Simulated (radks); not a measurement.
Valence configurations of the samarium ion Sm+ (all share [Xe]). All-electron calculation, scalar-relativistic Kohn-Sham, r2SCAN, spin-polarised, spherical densities, finite nucleus; open shells are filled with parallel spins first (spin-orbit coupling, left out, can overturn this in heavy ions); meta-GGA in the generalised Kohn-Sham scheme; Fermi nuclear charge, rms radius 5.0819 fm. Program: a radial shooting solver on a logarithmic mesh with Libxc functionals. Energies are relative to 4f6 6s1; eigenvalues in eV for spin up.

valence          E (eV)  moment (Bohr magnetons)    e(4f)    e(5d)    e(6p)    e(6s)
4f6 6s1           0.000                        7   -9.889        -        -   -8.916
4f6 5d0.5 6s0.5   0.731                        7   -8.951   -6.846        -   -8.216
4f5 6s1 6p1       7.960                        7  -19.180        -   -7.388  -11.291
4f5 6s2           5.599                        5  -18.254        -        -  -10.144
4f3 6s1 6p3      49.742                        7  -40.886        -  -10.367  -15.486
4f3 5d1 6p3      46.262                        7  -38.049  -17.765   -9.608        -
4f6.5 6s0.5       0.097                        7   -6.495        -        -   -7.792
4f4.5 6s1 6p1.5  14.946                        7  -24.268        -   -8.161  -12.382
4f4.5 6p2.5      19.100                        7  -25.377        -   -8.639        -
4f3 6p4          57.343                        5  -42.328        -  -10.550        -

NIST lists [Xe] 4f6 6s1 as the ground configuration; this level of theory agrees among the configurations tried. The energies are those of spherical high-spin densities, not of single terms.
